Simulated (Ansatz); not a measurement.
Input for Ansatz (a quantum-chemistry and plane-wave program): R-B2PLYP/def2-TZVPP on C3H5NO (SMILES COCC#N).

Ansatz 0.2 input:
```yaml
crystal:
  periodic: [false, false, false]
  atoms:
    - {symbol: C, position_ang: [-1.33132180, 0.34871678, 0.05779714]}
    - {symbol: O, position_ang: [-0.48116107, -0.42330969, -0.77979249]}
    - {symbol: C, position_ang: [0.75418820, -0.73635073, -0.19429721]}
    - {symbol: C, position_ang: [1.60208549, 0.44968231, 0.02794313]}
    - {symbol: N, position_ang: [2.24470140, 1.38594684, 0.20574903]}
    - {symbol: H, position_ang: [-0.89318896, 1.32732222, 0.27682733]}
    - {symbol: H, position_ang: [-1.53280476, -0.17435142, 0.99986071]}
    - {symbol: H, position_ang: [-2.26269314, 0.48406558, -0.48669594]}
    - {symbol: H, position_ang: [0.62906236, -1.24947771, 0.76866909]}
    - {symbol: H, position_ang: [1.27113229, -1.41224418, -0.87606079]}
basis:
  gaussian:
    orbitals: def2-TZVPP
hamiltonian:
  xc: {name: B2PLYP}
magnetization: {spin_polarized: false}
correlation: {electrons: outside_noble_gas}
scf: {lower_state_search: off}
```

Program output:

```
WARN ansatz: RAYON_NUM_THREADS=2 ignored (pool sized by the plan → 2); use --threads N
Functional definition: B2PLYP
these checks for a lower state are left out or cut short: stability, starts, cluster_reference, orbital_swaps, neighbouring_geometries, increment
integrals: 0.46 GiB planned
1364 factors; integrals over basis functions are off by at most 9.7e-4 eV
mean field: 1.14 GiB planned
mean field evaluation 1: about -6713.0381 eV, gradient 4.7e1 eV
mean field evaluation 2: about -6713.2416 eV, gradient 4.6e1 eV
mean field evaluation 4: about -6717.2883 eV, gradient 1.2e1 eV
mean field evaluation 8: about -6717.5950 eV, gradient 1.1e0 eV
mean field evaluation 16: about -6717.5971 eV, gradient 2.2e-4 eV
mean field -6717.59714752 eV, -246.8671418205 hartree, gradient 6.5e-7 eV, S^2 0.000000; 0 other end points of the search recorded, 0 dependent functions left out
5 core orbitals not correlated
reference -6717.59730297 eV, -246.8671475331 hartree; 14, 14 occupied and 206, 206 virtual orbitals, 1364 factors
second order -30.35535619 eV of doubles, -0.00000000 eV of singles
Total energy: -6725.79324914 eV, -247.1683429995 hartree
Checks for a lower state left out: stability, starts, cluster_reference, orbital_swaps, neighbouring_geometries, increment
```

The run converged.

Cost: around 6 core-seconds (rough).
